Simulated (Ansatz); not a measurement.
Computed with Ansatz on PBE0-D4/def2-TZVP structures; ΔE is electronic, products minus reactants. CCSD(T)/CBS adds triple-zeta CCSD(T) − MP2 to the extrapolated MP2 energy (def2 sets, frozen cores). This one scheme is used for every species. Functionals use def2-TZVPP. HSE06 is defined as in plane-wave codes. For Ge outer-core shells are correlated without core-valence functions, which leaves a few kJ/mol of doubt a bond. Scalar relativity is left out up to krypton.

Reaction (hydrogenolysis of a Ge–C bond): `[CH3][Ge]([F])([F])[C]#N` + H₂ → `[CH3][GeH]([F])[F]` + `C#N`

| level | ΔE (kcal/mol) | difference from CCSD(T)/CBS |
| --- | --- | --- |
| LDA (SPW92) | -3.0 | -1.2 |
| r2SCAN-D4 | -1.1 | 0.7 |
| PBE0-D4 | -2.1 | -0.3 |
| r2SCAN0-D4 | -1.8 | 0.0 |
| HSE06-D4 | -2.1 | -0.3 |
| PBE-QIDH | -1.6 | 0.2 |
| revPBE | -2.6 | -0.8 |
| PBE0 | -3.1 | -1.3 |
| r2SCAN0 | -2.2 | -0.4 |
| HSE06 | -3.0 | -1.2 |
| CCSD/def2-SVP | -3.7 | -1.9 |
| SCS-MP2/def2-TZVPP | -0.3 | 1.5 |
| CCSD(T)/def2-TZVPP | -0.6 | 1.2 |
| SCS-MP2/def2-QZVPP | -0.9 | 0.9 |
| HF/CBS(def2) | -5.2 | -3.4 |
| CCSD/CBS(def2) | -2.9 | -1.1 |
| CCSD(T)/CBS | -1.8 | 0 |

Largest T1 diagnostic among the species: 0.014.

At CCSD(T), def2-SVP lies −1.0 kcal/mol from the extrapolated value and def2-TZVPP +1.2 kcal/mol. From r2SCAN to r2SCAN0 (25 % exact exchange), in def2-TZVPP and without D4, ΔE moves by −0.8 kcal/mol. The D4 term adds +1.8 kcal/mol with B3LYP and +1.0 kcal/mol with PBE0; it sums over pairs of atoms, weighted by their polarisabilities, and B3LYP, whose exchange is more repulsive, gets the larger term.

B3LYP here is the variant with VWN-RPA as its local correlation; programs differ in this.
